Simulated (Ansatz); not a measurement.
Relaxation of GaH6NO (9 atoms, charge 0, multiplicity 1), to a largest force component of 0.03 eV/Å in at most 50 steps.

Computed with RKS BLYP-D4/def2-SVP (Ansatz).

```xyz
9
Properties=species:S:1:pos:R:3
Ga 0.116 0.506 -0.380
O -0.132 -0.188 2.506
H -1.096 -0.319 2.618
H 1.512 -0.176 -0.593
H -1.313 0.051 -0.855
N 0.133 2.176 0.544
H 1.007 2.693 0.676
H -0.656 2.826 0.470
H -0.072 0.788 2.310
```

Q: Where does it end, and by what steps?

A: It converged. After 8 steps the energy has fallen by 0.306 eV; O2 moved furthest, 0.45 Å. Joined: Ga1–O2 (2.98 → 2.20 Å).

```
step  energy less start (eV)  largest force component (eV/Å)  accepted
   0                  0.0000                           0.674       yes
   1                 -0.1223                           0.753       yes
   2                 -0.2455                           0.810       yes
   3                 -0.2643                           0.677       yes
   4                 -0.2981                           0.205       yes
   5                 -0.2939                           0.227        no
   6                 -0.3048                           0.055       yes
   7                 -0.3055                           0.036       yes
   8                 -0.3055                           0.013       yes
```

```xyz
9
Properties=species:S:1:pos:R:3
Ga 0.076 0.395 -0.068
O -0.100 -0.067 2.076
H -1.006 -0.324 2.342
H 1.472 -0.222 -0.453
H -1.346 -0.006 -0.631
N 0.122 2.150 0.754
H 1.004 2.675 0.695
H -0.635 2.800 0.508
H -0.087 0.959 2.073
```

Run time: 14 s on 2 threads of Arm Neoverse V1 (shared host), peak memory 0.13 GiB.
